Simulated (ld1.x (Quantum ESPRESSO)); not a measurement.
Varying the TM potential for Cl

Base potential:

- Element: chlorine (Cl)
- Generator: ld1.x (Quantum ESPRESSO) 7.5
- Type: norm-conserving Troullier–Martins (Kleinman–Bylander form)
- Functional: LDA (PZ)
- Relativity: non-relativistic
- Frozen core: [Ne]
- Valence charge: 7
- Reference configuration: 3s2 3p4.5 (charge +0.5)
- Partial waves: 3s (bound): rc 1.25 bohr; 3p (bound): rc 1.50 bohr
- Local potential: all-electron potential smoothed inside 1.30 bohr (lloc = -1)
- Core correction: none

Cutoffs, loose and tight: the cutoffs (Ry, on a coarse ladder) from which the occupation-weighted sum of valence levels, in a spherical-Bessel basis at the reference potential, stays within 10 and 1 mRy of its value at 400 Ry. They do not see the model core or the augmentation charge, which bear on the density cutoff. Test errors are all-electron minus pseudo excitation energies from the reference, over the configurations 3s2 3p5; 3s2 3p4; 3s2 3p3; 3s2 3p5.3; 3s2 3p2; 3s1 3p6; 3s1 3p5 (two spin-polarised tests are not counted in the largest error). A dash means not determined; rows that change the core or the reference have their own tests.

```tsv
change	outcome	cutoff, loose	cutoff, tight	bound ghosts	largest test error (meV)
base	generated	50 Ry	80 Ry	none	+124
core correction a·sin(br)/r model core inside 0.56 bohr	generated	50 Ry	80 Ry	none	+95
core correction a·sin(br)/r model core inside 0.64 bohr	generated	50 Ry	80 Ry	none	+95
core correction a·sin(br)/r model core inside 0.84 bohr	generated	50 Ry	80 Ry	none	+96
core correction a·sin(br)/r model core inside 0.96 bohr	generated	50 Ry	80 Ry	none	+99
core correction a·sin(br)/r model core inside 1.10 bohr	generated	50 Ry	80 Ry	none	+105
core correction a·sin(br)/r model core inside 1.24 bohr	generated	50 Ry	80 Ry	none	+112
core correction a·sin(br)/r model core inside 1.32 bohr	generated	50 Ry	80 Ry	none	+115
core correction a·sin(br)/r model core inside 1.48 bohr	generated	50 Ry	80 Ry	none	+120
```
